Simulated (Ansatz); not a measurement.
Basis-set extrapolation for ClH6NSi3 (`[SiH3]N([SiH3])[Si]Cl`) (PBE0-D4/def2-TZVP geometry, frozen core, Ansatz). Multiplicity 1, RHF reference.

|  | def2-TZVPP | def2-QZVPP |
| --- | --- | --- |
| HF | -1384.406570 | -1384.449388 |
| MP2 correlation | -0.751252 | -0.812166 |
| CCSD(T) correlation | -0.852145 | not run |

Energies in hartree. Use E(X) = E(∞) + A·exp(−7.88·√X) for Hartree–Fock and E(X) = E(∞) + B·X^(−2.97) for correlation, with X = 3 and 4, and add CCSD(T) minus MP2 of the smaller set to the MP2 limit.

Q: What is the CCSD(T) energy at the basis-set limit?

A: HF limit: -1384.449388 + (-0.042818) × 0.13774 = -1384.45529. MP2 limit: -0.812166 + (-0.060914) × 0.74074 = -0.85729. Higher-order term: -0.852145 − (-0.751252) = -0.10089. Total: -1385.41347 hartree, 406.3 kJ/mol below CCSD(T)/def2-TZVPP.
